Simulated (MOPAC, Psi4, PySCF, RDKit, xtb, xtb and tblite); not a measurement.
Internal rotation in SMILES N#Cc1ccc([SeH])s1, singlet. Scanned: dihedral S8–C6–Se7–H11; all other coordinates were relaxed at B3LYP-D3(BJ)/def2-SVP. Points at φ and −φ are mirror images.

Geometry of the scan point at 60° (Å):
```
11

N     -3.4858     1.4492    -0.2531
C     -2.4314     0.9655    -0.1752
C     -1.1430     0.3821    -0.0836
C     -0.8289    -0.9526     0.1017
C      0.5696    -1.1800     0.1875
C      1.3105    -0.0226     0.0613
Se     3.2134     0.0935     0.0096
S      0.2987     1.3646    -0.1862
H     -1.5884    -1.7293     0.1903
H      1.0227    -2.1575     0.3523
H      3.3215     1.0614     1.1223
```

Levels of theory: GFN2-xTB, on its own relaxed geometries (the stored frames are those of B3LYP-D3(BJ)/def2-SVP) (xtb and tblite); B3LYP/def2-SVP // B3LYP-D3(BJ)/def2-SVP (Psi4); B3LYP-D3(BJ)/def2-SVP (Psi4); PBE/def2-SVP // B3LYP-D3(BJ)/def2-SVP (Psi4); PBE-D3(BJ)/def2-SVP // B3LYP-D3(BJ)/def2-SVP (Psi4); MP2/cc-pVTZ = DF-MP2 (frozen core)/cc-pVTZ // B3LYP-D3(BJ)/def2-SVP (Psi4); HF/cc-pVTZ // B3LYP-D3(BJ)/def2-SVP (Psi4); UFF // B3LYP-D3(BJ)/def2-SVP (RDKit); PM6, restricted, heats of formation // B3LYP-D3(BJ)/def2-SVP (MOPAC); PM7, restricted, heats of formation // B3LYP-D3(BJ)/def2-SVP (MOPAC); GFN1-xTB // B3LYP-D3(BJ)/def2-SVP (xtb); RKS-B3LYP/6-31G* = restricted B3LYP/6-31G*, spherical d, density fitting // B3LYP-D3(BJ)/def2-SVP in PySCF; RHF/STO-3G = restricted Hartree-Fock/STO-3G // B3LYP-D3(BJ)/def2-SVP (PySCF); RMP2/3-21G = restricted MP2 (frozen core)/3-21G // B3LYP-D3(BJ)/def2-SVP (PySCF); RHF/3-21G = restricted Hartree-Fock/3-21G, density fitting // B3LYP-D3(BJ)/def2-SVP run with PySCF 2.14.0.

Least-squares fit of E(φ) = a0 + Σ (a_n cos nφ + b_n sin nφ), n = 1 to 4, to the 12 scan points, in kJ/mol above the lowest point of each profile (levels whose profile four harmonics don't fit are not listed):

| method | a0 | a1 | b1 | a2 | b2 | a3 | b3 | a4 | b4 | rms of fit |
|---|---|---|---|---|---|---|---|---|---|---|
| GFN2-xTB | 5.03 | -0.96 | 0.00 | -4.76 | 0.00 | 0.57 | 0.00 | 0.15 | 0.00 | 0.03 |
| B3LYP/def2-SVP | 1.86 | -1.37 | 0.00 | 1.82 | 0.00 | 0.27 | 0.00 | 0.06 | 0.00 | 0.02 |
| B3LYP-D3(BJ)/def2-SVP | 1.86 | -1.47 | 0.00 | 1.67 | 0.00 | 0.28 | 0.00 | 0.06 | 0.00 | 0.03 |
| PBE/def2-SVP | 1.51 | -1.37 | 0.00 | 1.11 | 0.00 | 0.21 | 0.00 | 0.15 | 0.00 | 0.02 |
| PBE-D3(BJ)/def2-SVP | 1.50 | -1.41 | 0.00 | 1.04 | 0.00 | 0.22 | 0.00 | 0.15 | 0.00 | 0.02 |
| MP2/cc-pVTZ | 3.47 | -1.00 | 0.00 | 3.55 | 0.00 | 0.14 | 0.00 | 0.10 | 0.00 | 0.03 |
| HF/cc-pVTZ | 3.37 | -1.69 | 0.00 | 3.25 | 0.00 | 0.45 | 0.00 | -0.11 | 0.00 | 0.02 |
| UFF | 14.24 | -1.60 | 0.00 | 13.96 | 0.00 | -0.62 | 0.00 | -0.23 | 0.00 | 0.07 |
| PM6 | 2.46 | -0.89 | 0.00 | -1.85 | 0.00 | 0.36 | 0.00 | -0.09 | 0.00 | 0.02 |
| PM7 | 2.91 | -2.37 | 0.00 | -1.11 | 0.00 | 0.64 | 0.00 | -0.05 | 0.00 | 0.03 |
| GFN1-xTB | 6.97 | -0.60 | 0.00 | -6.97 | 0.00 | 0.40 | 0.00 | 0.23 | 0.00 | 0.04 |
| RKS-B3LYP/6-31G* | 2.98 | -1.31 | 0.00 | 2.99 | 0.00 | 0.46 | 0.00 | 0.02 | 0.00 | 0.03 |
| RHF/STO-3G | 4.22 | -0.26 | 0.00 | -3.32 | 0.00 | 0.89 | 0.00 | -0.19 | 0.00 | 0.04 |
| RMP2/3-21G | 4.94 | -0.33 | 0.00 | 4.92 | 0.00 | 0.55 | 0.00 | -0.03 | 0.00 | 0.04 |
| RHF/3-21G | 3.78 | -0.84 | 0.00 | 3.56 | 0.00 | 0.80 | 0.00 | -0.23 | 0.00 | 0.03 |
